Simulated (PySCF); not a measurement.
**`C[C@@H]1C[P@]1(=O)C1CC1`, C6H11OP**

Geometry:
| atom | x (Å) | y (Å) | z (Å) |
| --- | --- | --- | --- |
| C1 | 2.148 | -1.012 | -0.570 |
| C2 | 1.669 | 0.416 | -0.548 |
| C3 | 1.486 | 1.096 | 0.852 |
| P4 | -0.012 | 0.979 | -0.159 |
| O5 | -0.620 | 2.147 | -0.808 |
| C6 | -1.127 | -0.343 | 0.387 |
| C7 | -2.260 | -0.645 | -0.552 |
| C8 | -2.526 | 0.090 | 0.715 |
| H9 | 1.629 | -1.607 | 0.178 |
| H10 | 3.216 | -1.048 | -0.355 |
| H11 | 1.980 | -1.462 | -1.546 |
| H12 | 2.173 | 1.054 | -1.269 |
| H13 | 1.947 | 2.067 | 0.977 |
| H14 | 1.632 | 0.444 | 1.701 |
| H15 | -0.677 | -1.147 | 0.949 |
| H16 | -2.585 | -1.671 | -0.646 |
| H17 | -2.301 | -0.079 | -1.472 |
| H18 | -2.745 | 1.145 | 0.640 |
| H19 | -3.038 | -0.416 | 1.520 |

Method used: PySCF, TDDFT B3LYP/def2-SVPD circular dichroism and optical rotation, one conformer, gas phase. Geometry: GFN2-xTB.

The molecule is flexible and this is one conformer; a measurement averages over conformers. States above about 6.6 eV (minus the energy of the highest occupied orbital) lie near or above the ionisation threshold and depend on the basis.

Q: Draw the ECD and absorption spectra from the lowest 8 states, each a Gaussian of half-width 0.35 eV at 1/e height.

A: 
| E (eV) | λ (nm) | Δε (L mol⁻¹ cm⁻¹) | ε (L mol⁻¹ cm⁻¹) |
| --- | --- | --- | --- |
| 5.45 | 227 | +0.71 | 32.8 |
| 5.60 | 221 | +1.92 | 97.1 |
| 5.75 | 216 | +3.43 | 212 |
| 5.90 | 210 | +3.57 | 374 |
| 6.05 | 205 | +0.82 | 639 |
| 6.20 | 200 | -3.54 | 1180 |
| 6.35 | 195 | -5.46 | 2100 |
| 6.50 | 191 | -1.62 | 3130 |
| 6.65 | 186 | +7.06 | 3670 |
| 6.80 | 182 | +15.50 | 3460 |
| 6.95 | 178 | +18.49 | 2840 |
| 7.10 | 175 | +15.26 | 2270 |

Δε uses R in velocity form, ε uses f in length form. Only the states computed contribute, so the short-wavelength end is incomplete.
